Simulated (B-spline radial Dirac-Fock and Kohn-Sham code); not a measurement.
# Levels of muonic ¹⁴¹Cs

Nucleus: ¹⁴¹Cs, Fermi distribution (skin thickness 2.3 fm), rms radius 4.8689 fm (measured, Angeli and Marinova 2013).

Calculated with an atomic code on a B-spline grid, using the Dirac equation of a negative muon with reduced mass in the field of a spherical finite nucleus, with the Uehling potential to all orders; nuclear polarisation, deformation, hyperfine structure, self-energy, higher-order vacuum polarisation, relativistic recoil and electron screening are left out.

```
level  binding (keV)  point nucleus, no QED (keV)  vacuum polarisation (keV)  ⟨r⟩ (fm)
1s1/2           6008                         8876                     40.505       9.8
2s1/2           1812                         2243                      9.253      32.6
2p1/2           2197                         2243                     13.198      22.4
2p3/2           2136                         2148                     12.236      23.2
3s1/2          853.0                        986.1                      3.249      69.4
3p1/2          970.1                        986.1                      4.169      56.5
3p3/2          953.1                        957.8                      3.944      57.6
3d3/2          961.1                        957.8                      3.502      47.7
3d5/2          952.4                        949.1                      3.387      48.4
4d3/2          539.7                        538.3                      1.458      95.9
4d5/2          536.0                        534.6                      1.414      96.7
4f5/2          535.8                        534.6                      1.183      82.8
4f7/2          534.0                        532.8                      1.166      83.3
```

Question: By how much does the finite nuclear size lower the 1s binding energy?

Answer: By 2909 keV, 32.77 % of the point-nucleus value (point value plus vacuum polarisation less the binding energy). The 1s orbit has ⟨r⟩ = 9.8 fm.
